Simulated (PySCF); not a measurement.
**Electronic structure of Fe³⁺ (iron, charge +3) at the UHF level**

Configuration: [Ar] 3d5, high-spin 6S determinant. Computed with PySCF 2.14 in aug-cc-pVDZ-DK, with the spin-free X2C one-electron Hamiltonian (Gaussian nucleus).

* Total energy: -1269.498936 hartree
* One-electron energy: -1721.6931 hartree
* Hartree (Coulomb) energy: 506.4700 hartree
* Exchange energy: -54.2758 hartree
* ⟨S²⟩: 8.7510
* ⟨L²⟩: 0.000
* Sum of ⟨r⟩: 13.60 bohr
* Sum of ⟨r²⟩: 13.01 bohr²
* Langevin diamagnetic susceptibility: -10.3 ×10⁻⁶ cm³/mol

```
shell  electrons  mean orbital energy (eV)  rms radius, mean of both spins (bohr)
 1s α          1                   -7212.5                                 0.0675
 1s β          1                   -7212.4                                 0.0675
 2s α          1                   -922.79                                  0.288
 2s β          1                   -918.12                                  0.288
 2p α          3                   -788.61                                  0.260
 2p β          3                   -783.93                                  0.260
 3s α          1                   -158.91                                  0.865
 3s β          1                   -146.29                                  0.865
 3p α          3                   -119.33                                  0.920
 3p β          3                   -104.11                                  0.920
 3d α          5                   -56.212                                   1.08
```

Densities and radii are taken from the X2C orbitals without a picture-change correction, which distorts them close to the nucleus.

Spin-orbit constants ζ (cm⁻¹) from the X2C one-electron operator on these orbitals: bare nucleus, nucleus screened by l(l+1)(2l+1)/3 electrons, and screened by the Breit-Pauli mean field of the electrons.

```tsv
shell	bare	screened nucleus	mean field
2p	70760	65310	62850
3p	8799	8123	7767
3d	887.5	546.1	496.4
```
